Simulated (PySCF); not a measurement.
Two species compared at the same levels of theory.

First species: 1-bromo-4-ethynylbenzene, C8H5Br.
SMILES: `C#Cc1ccc(Br)cc1`

Second species: C7H10N2.
Atom-mapped SMILES: `[CH3:1][CH2:2][c:3]1[n:4][n:5][cH:6][cH:7][c:8]1[CH3:9]` (hydrogens: H10, H11, H12 on C1; H13, H14 on C2; H15 on C6; H16 on C7; H17, H18, H19 on C9)

Levels: B3LYP/def2-SVPD for dipole moment, HOMO energy, LUMO energy, HOMO–LUMO gap, static isotropic polarisability and electronic spatial extent ⟨r²⟩ about the centre of nuclear charge; TDDFT B3LYP/def2-SVPD for lowest singlet excitation; PBE0-D3(BJ)/def2-SVP for rotational constant A and rotational constant C. Geometries: PBE0-D3(BJ)/def2-SVP. All species are isolated and taken at one optimised geometry, non-relativistic unless stated. Electronic properties by PySCF.

Dipoles, sizes and rotational constants follow the conformer. The torsions of the flexible species, by atom-mapped SMILES:
- `[CH3:1][CH2:2][c:3]1[n:4][n:5][cH:6][cH:7][c:8]1[CH3:9]`: C1–C2–C3–N4 0°

Task: Which of the two has the higher HOMO–LUMO gap, and by how much?

Result: The first: 5.09 eV against 4.81 eV, a difference of 0.28 eV.

Task: Which has the higher static isotropic polarisability?

Result: The first: 122.2 au against 96.1 au, a difference of 26.1 au.

Task: Which of the two has the higher S1 energy, and by how much?

Result: The first: 4.75 eV against 3.51 eV, a difference of 1.24 eV.

Task: Which of the two has the higher dipole moment, and by how much?

Result: The second: 4.43 D against 1.04 D, a difference of 3.39 D.

Task: Which has the higher HOMO energy?

Result: The second: -6.21 eV against -6.67 eV, a difference of 0.46 eV.

Task: Which has the higher rotational constant C?

Result: The second: 0.970 GHz against 0.433 GHz, a difference of 0.537 GHz.

Task: Which has the higher rotational constant A?

Result: The first: 5.670 GHz against 2.414 GHz, a difference of 3.256 GHz.

Task: Which has the higher ⟨r²⟩?

Result: The first: 2246 bohr² against 1230 bohr², a difference of 1016 bohr².

On the first: No computed singlet falls in the visible range (750 to 380 nm, 1.65 to 3.26 eV); S1 lies 1.49 eV above its blue end. Point group C2v permits a dipole; with 1.04 D the species has a pure rotational spectrum. The calculation is non-relativistic and has no spin–orbit coupling, an omission that weighs most on bromine.

On the second: The dipole matches unit charges of opposite sign 0.92 Å apart (1 e·Å = 4.8032 D). The principal polarisabilities are 64.0, 106.2 and 118.3 au; their mean is the isotropic value.
